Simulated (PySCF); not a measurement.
Cu₂, SMILES [Cu][Cu], multiplicity 1. Geometry optimised at r2SCAN-D4/def2-TZVP. The spin state was assumed, not searched.

The numbers are results of r2SCAN-D4/def2-TZVP (PySCF 2.14.0), not measurements.

Harmonic wavenumbers (cm⁻¹): 267. Rotational constants (GHz): 3.203 (linear); symmetry number 2.

Q: Work out the zero-point energy and the ideal-gas rigid-rotor harmonic-oscillator thermochemistry at 298.15 K and 1 atm.

A: ZPE = ½ Σ hcν = ½ × 267 cm⁻¹ = 1.60 kJ/mol. H − E(el) = 11.49 kJ/mol. Entropy in J/(mol K): translation 169.17, rotation 65.49, vibration 6.75, total 241.41. G − E(el) = -60.49 kJ/mol. Cp = 36.35 J/(mol K).
